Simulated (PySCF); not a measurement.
## Electric field gradients and quadrupole coupling constants

Compound: C₇H₁₃NO.
Cartesian coordinates in Å at the GFN2-xTB level; atoms count from 1:
```xyz
22
C7H13NO angstrom
C      2.0896    1.3629   -0.1470
C      1.0974    0.2601    0.0840
C      1.3777   -0.5610    1.3115
C      0.0735    0.0320   -0.7393
C     -0.2191    0.8887   -1.9458
C     -0.9093   -1.0925   -0.5170
N     -2.1302   -0.6162    0.1150
C     -2.4283   -0.8733    1.3969
O     -1.7792   -1.5627    2.1454
H      2.0359    1.7664   -1.1527
H      3.0978    0.9894    0.0241
H      1.9132    2.1738    0.5603
H      1.9591   -1.4459    1.0492
H      1.9623    0.0220    2.0194
H      0.4683   -0.8873    1.8081
H     -1.1642    0.5993   -2.3996
H     -0.2783    1.9422   -1.6775
H      0.5586    0.7776   -2.7017
H     -0.5017   -1.8611    0.1379
H     -1.1715   -1.5492   -1.4774
H     -2.6862    0.0459   -0.4023
H     -3.3758   -0.3918    1.7062
```

Field gradients from the PBE0/pcSseg-1 density (PySCF, non-relativistic), principal values in atomic units, ordered |Vxx| ≤ |Vyy| ≤ |Vzz|:

```json
{"atom": "N7", "Vxx": "0.4326", "Vyy": "0.4982", "Vzz": "-0.9308"}
{"atom": "O9", "Vxx": "0.7586", "Vyy": "0.8002", "Vzz": "-1.5588"}
```

Task: Find the asymmetry η = (Vxx − Vyy)/Vzz and the couplings χ = eQV/h (234.96 MHz × Q in barn × V in au), with Q(14N) = 0.02044 b, Q(17O) = −0.0256 b.

Result: 
```
atom     environment  nucleus     η  χzz (MHz)  χxx (MHz)  χyy (MHz)
  N7  amide nitrogen      14N  0.07     -4.470      2.078      2.393
  O9    amide oxygen      17O  0.03       9.38      -4.56      -4.81
```

The gradient is axial or nearly so (η below 0.05) at O9. 

Task: What is Vzz at N7 in SI units (1 au = 9.71736 × 10²¹ V/m²)?

Result: -0.9308 au = -9.045 × 10²¹ V/m².

Task: And the gradient at the other heavy atoms, for which no coupling is worked out here?

Result: 
```json
{"atom": "C1", "environment": "allylic carbon", "Vzz (au)": "-0.040", "η": "0.96"}
{"atom": "C2", "environment": "fully substituted alkene carbon", "Vzz (au)": "0.275", "η": "0.62"}
{"atom": "C3", "environment": "allylic carbon", "Vzz (au)": "-0.087", "η": "0.81"}
{"atom": "C4", "environment": "fully substituted alkene carbon", "Vzz (au)": "-0.175", "η": "0.74"}
{"atom": "C5", "environment": "allylic carbon", "Vzz (au)": "0.041", "η": "0.27"}
{"atom": "C6", "environment": "sp3 carbon bound to nitrogen", "Vzz (au)": "0.315", "η": "0.43"}
{"atom": "C8", "environment": "amide carbonyl carbon", "Vzz (au)": "0.410", "η": "0.47"}
```

Were the hydrogens deuterons (Q(2H) = 0.00286 b), χzz would run from 183 kHz (H22) to 275 kHz (H21).

Geometry: GFN2-xTB, one conformer, isolated molecule. GFN2-xTB bond lengths can be off by several hundredths of an ångström, more for odd bonds, and the gradients follow them. The small basis limits the accuracy of the gradients.
